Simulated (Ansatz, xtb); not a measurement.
# Ranking isomers of FH3N2Si+

4 gas-phase structures of FH3N2Si+, found in a search over its isomers (lower ones may exist). Each was relaxed with GFN2-xTB; where two conformers were screened, the lower at r2SCAN-D4/def2-SVP is listed:

A. a doublet given by its coordinates
B. a doublet given by its coordinates
C. the doublet with the links of `[NH][Si](=[NH2+])F`
D. the doublet with the links of `[NH2+]=N[SiH]F`

A (Å):

```xyz
7

F     2.1469    0.6779    0.7058
N     0.5795   -0.6722    2.0674
N     0.0723   -1.1630    0.9421
Si    1.5307    0.8702    2.1709
H     0.0659   -0.9620    2.8989
H    -0.8317   -1.6168    0.9179
H     0.5885   -0.9988    0.0854
```

Close contacts (Å): F1–Si4 1.60, N2–N3 1.33, N2–Si4 1.82, N2–H5 1.02, N3–H6 1.01, N3–H7 1.01.

B (Å):

| atom | x (Å) | y (Å) | z (Å) |
| --- | --- | --- | --- |
| F | -0.4285 | -1.3051 | 0.5316 |
| N | 1.1129 | 0.4588 | -0.8681 |
| N | -0.0944 | 1.0557 | -0.8098 |
| Si | 0.2556 | 0.0974 | 0.6313 |
| H | 1.8316 | 0.6543 | -1.5567 |
| H | 0.5951 | 0.6904 | 1.8814 |
| H | -0.4370 | 1.7573 | -1.4572 |

Close contacts (Å): F1–Si4 1.56, N2–N3 1.35, N2–Si4 1.76, N3–Si4 1.77, N2–H5 1.01, N3–H7 1.01, Si4–H6 1.42.

Problem. Estimate their order in r2SCAN-D4/def2-SVP energy at these geometries, lowest first.

Solution. Calculated order at r2SCAN-D4/def2-SVP: C (0.0), A (8.1), B (14.6), D (18.9) kcal/mol.

Energies above the lowest of each column, in kcal/mol; the last columns are at B3LYP-D3(BJ)/def2-SVP geometries (a dash: not run or not comparable):

```json
{"structure": "C", "GFN2-xTB": "8.3", "HF/STO-3G": "11.4", "r2SCAN-D4/def2-SVP": "0.0", "B3LYP-D3(BJ)/def2-SVP": "1.2", "CCSD(T)/def2-SVP + ΔMP2/def2-TZVPP": "0.0"}
{"structure": "A", "GFN2-xTB": "17.8", "HF/STO-3G": "0.0", "r2SCAN-D4/def2-SVP": "8.1", "B3LYP-D3(BJ)/def2-SVP": "0.0", "CCSD(T)/def2-SVP + ΔMP2/def2-TZVPP": "11.3"}
{"structure": "B", "GFN2-xTB": "16.1", "HF/STO-3G": "18.8", "r2SCAN-D4/def2-SVP": "14.6", "B3LYP-D3(BJ)/def2-SVP": "15.8", "CCSD(T)/def2-SVP + ΔMP2/def2-TZVPP": "–"}
{"structure": "D", "GFN2-xTB": "0.0", "HF/STO-3G": "48.0", "r2SCAN-D4/def2-SVP": "18.9", "B3LYP-D3(BJ)/def2-SVP": "18.4", "CCSD(T)/def2-SVP + ΔMP2/def2-TZVPP": "–"}
```

CCSD(T)/def2-SVP + ΔMP2/def2-TZVPP puts C lowest of those it was run on; GFN2-xTB picks D, HF/STO-3G picks A, B3LYP-D3(BJ)/def2-SVP picks A. Some further structures that were screened fall inside this span and aren't listed. Flexible structures stand in one conformer each, not always the lowest. Frequencies (B3LYP-D3(BJ)/def2-SVP) were run for A, C alone. The ΔMP2 step shifts differences by up to 10.9 kcal/mol, which makes them less sure. Open shells are spin-unrestricted. ΔMP2 is the change of the MP2 energy from the smaller to the larger basis.

Over these structures GFN2-xTB departs from r2SCAN-D4/def2-SVP by 9.5 kcal/mol on average once a common shift is removed. A GFN2-xTB relaxation took about 0.1 s and the r2SCAN-D4/def2-SVP energy about 1.8 s on a shared host (Ansatz 0.2.0, xtb 6.7.1).
